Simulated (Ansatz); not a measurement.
A nudged elastic band was laid between two geometries of CH₇NSi₂Te (12 atoms, charge 0, multiplicity 1).

Theory: RKS B3LYP/def2-SVP in Ansatz 0.2.0.

| Item | Value |
| --- | --- |
| movable images | 5 |
| climbing image | yes |
| spring | 5.0 eV/Å² |
| optimiser | quadratic models (default) |
| start path | IDPP |
| force threshold | 0.05 eV/Å |
| iteration limit | 55 |
| end points | relaxed |

First end point:

```xyz
12
Properties=species:S:1:pos:R:3
Si -1.874 1.032 0.836
Si 0.399 0.409 0.668
N 0.721 -1.134 -0.073
C 1.444 -0.978 -1.319
Te 1.664 1.252 -1.363
H -1.976 2.476 1.213
H -2.562 0.818 -0.470
H -2.579 0.228 1.884
H 1.062 0.640 1.994
H 0.441 -2.070 0.206
H 2.450 -1.430 -1.325
H 0.888 -1.296 -2.217
```

Last end point:

```xyz
12
Properties=species:S:1:pos:R:3
Si -2.010 0.515 0.989
Si 0.249 -0.162 0.829
N 0.721 -0.914 -0.669
C 1.693 -0.107 -1.379
Te 1.915 1.592 0.065
H -2.405 1.278 -0.231
H -2.916 -0.668 1.126
H -2.198 1.384 2.192
H 0.616 -0.913 2.075
H 0.395 -1.770 -1.108
H 2.678 -0.586 -1.511
H 1.341 0.295 -2.344
```

(1) Which bonds break or form, and what moves?

(2) What energy profile does the band end with?

(3) What is the geometry of the highest image?

(4) What are the harmonic wavenumbers there?

## Answers

(1) No bond is made or broken. The dihedral H7–Si1–Si2–Te5 goes from 47 to 166°. The two ends are copies of one structure, up to a mirror image or an exchange of like atoms.

(2) It converged. The highest image is number 3 of 0 to 6, 4.6 kJ/mol above the ends, which have the same energy within 2 meV. A vibrational analysis at the climbing image gives one clearly imaginary mode, 92i cm⁻¹: a first-order saddle point.

```csv
image,path coordinate (Å),energy (kJ/mol),dihedral H7–Si1–Si2–Te5 (°)
0,0.00,0.0,47
1,0.74,1.2,67
2,1.49,3.5,87
3,2.23,4.6,107
4,2.97,3.4,127
5,3.72,1.1,147
6,4.46,0.0,166
```

(3) 
```xyz
12
Properties=species:S:1:pos:R:3
Si -1.991 0.670 0.986
Si 0.294 0.035 0.812
N 0.718 -1.014 -0.512
C 1.641 -0.368 -1.424
Te 1.863 1.615 -0.407
H -2.169 2.106 0.615
H -2.835 -0.161 0.072
H -2.492 0.483 2.385
H 0.759 -0.418 2.165
H 0.403 -1.954 -0.737
H 2.637 -0.840 -1.479
H 1.247 -0.209 -2.441
```

(4) 92i, 86, 92, 177, 261, 302, 329, 429, 481, 509, 577, 654, 786, 799, 824, 894, 939, 944, 1087, 1153, 1158, 1336, 1497, 2152, 2194, 2202, 2215, 3025, 3086, 3578 cm⁻¹.

Time of the run: 110 s on 2 threads of Arm Neoverse V2, with other jobs on the host, peak memory 0.34 GiB.
